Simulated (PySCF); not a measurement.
# Unknown compound

Molecular formula: C$_{3}$F$_{6}$. Simulated spectra:

$^{13}$C{$^{1}$H} NMR (computed): δ 107.5 (m, 3C).

Computational details: spin–spin couplings from B3LYP/pcJ-1, geometry from PBE0-D3(BJ)/def2-SVP, NMR shieldings at B97-2/pcSseg-2/GIAO, in PySCF 2.14.0 with density-fitted response routines (in vacuum, a single conformation, equivalent nuclei averaged, relativity neglected).

References, each an isolated molecule treated in the same way: $^{13}$C against TMS.

Propose a structure and justify it.

Results:


- Rings plus π bonds: 1 (1 ring in the answer).
- 1 carbon signal for 3 carbons: some carbons are equivalent by symmetry or fast rotation.
- Carbon types of the structure: 3 × C.
- δC 107.5: three-membered-ring carbon; 2 electronegative neighbours deshield it.

Structure: `FC1(F)C(F)(F)C1(F)F`.

This is the structure that produced the data.

Common functionals overestimate the size of one-bond C–F couplings by tens of Hz; these are unscaled. Shifts are as computed. Against solution values, carbons near 30 ppm lie about +4 ppm off and those near 130 ppm about +7 ppm. Of 1211 compounds with measured shifts, 218 miss one by over three times the rms of a fit or turn the order of signals round; such compounds aren't used in these exercises.
